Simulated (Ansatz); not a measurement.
Consider the substitution at a C–Al bond: `[CH3][AlH][SiH](O)F` + `[NH]=[Ta]([Cl])([Cl])[Cl]` → `C[N]=[Ta]([Cl])([Cl])[Cl]` + `O[SiH](F)[AlH2]`.

Program: Ansatz. Geometries: PBE0-D4/def2-TZVP. ΔE: electronic, gas phase. CBS: MP2 limit from def2 TZ/QZ plus the TZ coupled-cluster correction, frozen cores. DFT in def2-TZVPP. def2 core potentials past Kr. For Ta outer-core shells are correlated without core-valence functions, which leaves a few kJ/mol of doubt a bond. One conformer a species, not always the lowest.

`[CH3][AlH][SiH](O)F`:

Z-matrix (Å, degrees):
```
C
Al 1 1.956
H 1 1.097 2 109.7
H 1 1.092 2 112.8 3 -119.5
H 1 1.094 2 112.1 3 118.1
Si 2 2.482 1 118.6 3 -74.6
H 2 1.592 1 120.8 3 104.1
F 6 1.615 2 106.5 1 -86.6
O 6 1.648 2 113.1 1 33.3
H 6 1.486 2 118.2 1 154.4
H 9 0.958 6 117.8 2 -44.2
```

`[NH]=[Ta]([Cl])([Cl])[Cl]`:

Cartesian coordinates in Å:
```
N -1.049 0.836 0.069
Ta 0.314 -0.250 -0.021
Cl 1.787 0.345 1.629
Cl -0.470 -2.378 0.297
Cl 1.254 -0.015 -2.096
H -1.836 1.462 0.121
```

`C[N]=[Ta]([Cl])([Cl])[Cl]`:

Cartesian coordinates in Å:
```
C 1.259 0.142 -1.064
N 0.182 0.019 -0.153
Ta -1.147 -0.130 0.969
Cl -1.968 -2.262 0.742
Cl -2.695 1.458 0.374
Cl -0.288 0.247 3.065
H 1.537 -0.838 -1.466
H 0.984 0.792 -1.900
H 2.136 0.571 -0.568
```

`O[SiH](F)[AlH2]`:

Z-matrix (Å, degrees):
```
Si
F 1 1.610
Al 1 2.471 2 110.8
O 1 1.646 2 109.7 3 -115.5
H 1 1.493 2 103.8 3 127.9
H 3 1.589 1 120.0 2 139.3
H 3 1.587 1 120.4 2 -41.5
H 4 0.959 1 118.7 2 -71.2
```

| level | ΔE (kJ/mol) |
| --- | --- |
| PBE0-D4 | 45.0 |
| CAM-B3LYP-D4 | 43.8 |
| ωB97X-V | 45.1 |
| CCSD(T)/def2-TZVPP | 43.7 |

(1) What does CCSD(T)/CBS give? (Best estimate.)

Largest T1 diagnostic among the species: 0.017.

Answers

(1) The calculation gave: +47.1 kJ/mol. The listed levels differ from it by -2.1, -3.3, -2.0, -3.4 kJ/mol.

Leaving LDA and LC-ωPBE aside and taking each functional with its dispersion term where it has one, the values, not all of them listed here, spread over 9.9 kJ/mol, from BHLYP-D4 to ωB97M-V. At CCSD(T), def2-SVP lies −19.8 kJ/mol from the extrapolated value and def2-TZVPP −3.4 kJ/mol.

CCSD(T)/CBS has its own doubt, a few kJ/mol and more with outer-core shells, so smaller differences from it don't rank the levels.
